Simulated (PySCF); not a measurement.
CH₆O₂Si₂, SMILES O[Si@H]1OC[SiH2]1. Atoms are numbered in the order given.

```xyz
11

O      2.0169     1.0697    -0.1380
Si     0.5501     0.4506    -0.6582
O      0.4026    -1.2424    -0.4664
C     -0.7812    -1.4763     0.3418
Si    -1.3619     0.3444     0.7095
H      2.2314     0.8905     0.7947
H      0.5047     0.8885    -2.0900
H     -1.5281    -2.0685    -0.2318
H     -0.5150    -2.0649     1.2477
H     -2.7268     0.7114     0.1877
H     -1.2700     0.7526     2.1582
```

Geometry: PBE-D3(BJ)/def2-SVP. The structure was generated by enumeration; whether it is a known compound was not checked. The values are those of a single conformer.

Method: PBE/def2-TZVP (PySCF).

ESP charges are fitted to the potential on shells at 1.4 to 2.0 van der Waals radii. Atomic charges (e):

| atom | meta-Löwdin | Löwdin | ESP fit | Mulliken |
|---|---|---|---|---|
| O1 | -0.70 | -0.12 | -0.60 | -0.46 |
| Si2 | 0.91 | 0.00 | 0.51 | 0.42 |
| O3 | -0.59 | 0.05 | -0.36 | -0.30 |
| C4 | -0.21 | -0.45 | -0.03 | -0.12 |
| Si5 | 0.22 | 0.18 | -0.07 | -0.02 |
| H6 | 0.35 | 0.18 | 0.42 | 0.31 |
| H7 | -0.10 | -0.03 | -0.05 | -0.03 |
| H8 | 0.12 | 0.12 | 0.09 | 0.11 |
| H9 | 0.12 | 0.12 | 0.09 | 0.11 |
| H10 | -0.06 | -0.02 | 0.00 | -0.01 |
| H11 | -0.06 | -0.03 | -0.01 | -0.01 |

Computed Mayer and Wiberg (Löwdin basis) orders of the bonds:
```csv
bond,Mayer,Wiberg
O1–Si2,1.24,1.71
Si2–O3,1.14,1.46
O3–C4,0.98,1.44
Si2–Si5,0.91,1.02
C4–Si5,0.95,1.13
O1–H6,0.88,1.01
Si2–H7,0.90,0.91
C4–H8,0.93,0.90
C4–H9,0.93,0.90
Si5–H10,0.93,0.94
Si5–H11,0.93,0.94
```
